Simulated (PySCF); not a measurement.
Trends in electronic spectra. Level of theory: TDDFT B3LYP/def2-SVPD, vertical, gas phase, core orbitals frozen in the response in PySCF 2.14.0, density-fitted response routines. Geometries: GFN2-xTB; one conformer of each isolated species. Triplets are in the Tamm–Dancoff approximation. 'Strongest' means the level of largest summed f among the lowest 8 singlets; it needn't be the same kind of state in each.

Question: Rank by computed HOMO–LUMO gap, lowest first.
A. `CC1=CC(F)=CC[C@@H]1F`
B. `C(C)#C/C=N\[SiH2]C#N`
C. `N#CC1=CN([SiH3])C=C1`
D. `C=C[SiH2]O[Si@H](N)O`

Answer: A (4.97 eV), B (5.33 eV), C (6.06 eV), D (7.01 eV).

| SMILES | gap (eV) | f (strongest) | first f ≥ 0.01 (nm) | S1 (eV) | f (S1) | T1 (eV) | S1 mainly |
| --- | --- | --- | --- | --- | --- | --- | --- |
| CC1=CC(F)=CC[C@@H]1F | 4.97 | 0.17 | 267 | 4.65 | 0.166 | 2.88 | H→L (97%) |
| CC#C/C=N\[SiH2]C#N | 5.33 | 0.20 | 244 | 3.85 | 0.001 | 3.34 | H→L (99%) |
| N#Cc1ccn([SiH3])c1 | 6.06 | 0.27 | 218 | 5.37 | 0.000 | 4.01 | H→L+1 (94%) |
| C=C[SiH2]O[Si@H](N)O | 7.01 | 0.21 | 189 | 6.21 | 0.001 | 4.41 | H→L (81%) |

H and L stand for HOMO and LUMO.
